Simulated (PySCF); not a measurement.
C₂H₄BNO₂, SMILES N#CCB(O)O. Atoms are numbered in the order given.

```xyz
10

N     -0.3162     2.5761     0.0000
C      0.3231     1.6081     0.0000
C      1.0053     0.3235     0.0000
B     -0.0331    -0.8987     0.0000
O     -1.3789    -0.7253     0.0000
O      0.4954    -2.1469     0.0000
H      1.6611     0.2413    -0.8832
H      1.6611     0.2413     0.8832
H     -1.6606     0.2007     0.0000
H     -0.1849    -2.8343     0.0000
```

The structure is a stationary point at B3LYP-D3(BJ)/def2-SVP. Other conformers were not sampled.

The numbers are results of PBE/def2-TZVP (PySCF), not measurements.

Computed frontier levels, gap, dipole moment and polarisability:
- highest occupied level: -7.91 eV
- lowest empty level: -0.54 eV
- orbital gap: 7.36 eV
- dipole moment: 2.94 D
- quadrupole, principal values (traceless, Buckingham form, about the centre of nuclear charge): -10.31, 4.23, 6.09 D·Å
- mean static polarisability: 48.3 bohr³ (7.16 Å³)
- polarisability, principal values: 34.7, 45.8, 64.4 bohr³
